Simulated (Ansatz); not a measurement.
The cluster MoS2⁺. Total charge 1; doublet. Geometry PBE-D4/def2-TZVP; atoms count from 1.

```csv
atom,x (Å),y (Å),z (Å)
Mo1,0.395,-0.172,-0.727
S2,1.252,0.400,1.078
S3,-1.648,-0.228,-0.351
```

In the def2 sets Mo takes a core potential; there is no spin–orbit coupling. The charge 1 doublet is spin-contaminated (final ⟨S²⟩ up to 0.91, 0.75 for a pure state). The structure comes from a short search, and lower isomers may exist.

**Question.** Estimate the Mulliken populations from the PBE0/def2-TZVP orbitals of Ansatz.

**Answer.** 
```
atom  charge (e)  spin (α − β)  d electrons
 Mo1        1.05          1.68         4.41
  S2       -0.02         -0.34            –
  S3       -0.02         -0.34            –
```
Mulliken values depend strongly on the basis.

**Question.** Where does the spin sit?

**Answer.** Summed by element: Mo 1.68, S -0.68, of 1 unpaired in all. Largest on single atoms: Mo1 1.68, S3 -0.34, S2 -0.34.

**Question.** And the Mayer bond orders between heavy atoms (over 0.3)?

**Answer.** Mo1–S2 2.34 (2.08 Å); Mo1–S3 2.34 (2.08 Å).
